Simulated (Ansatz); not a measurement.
Species: dibromo(difluoro)silane, sum formula SiBr₂F₂ (charge 0, singlet). 
Coordinates optimised at B3LYP-D3(BJ)/def2-TZVP (Ansatz, an electronic-structure program):
SMILES: F[Si](F)(Br)Br
```xyz
5

Si    -0.0274    -0.6667     0.0171
F     -0.0188    -1.5699     1.3120
F     -0.1128    -1.6312    -1.2299
Br    -1.7949     0.6213     0.0514
Br     1.8397     0.4685    -0.0793
```

Basis-set convergence of Hartree-Fock and CCSD correlation energies (hartree) with Ansatz. Cores are frozen in the correlated levels unless marked. No spin-orbit coupling. Frozen are the shells of the preceding noble gas and the d and f shells that filled before the atom's block. No relativistic terms.

```
basis        functions        E(HF)  E(corr, CCSD)
-----------  ---------  -----------  -------------
def2-SVPD          152  -5632.00169       -0.75167
def2-TZVPPD        242            ?              ?
```

Problem. Some entries are withheld; supply them.

Solution. 
- def2-TZVPPD, E(HF): -5632.99205
- def2-TZVPPD, E(corr, CCSD): -0.95794
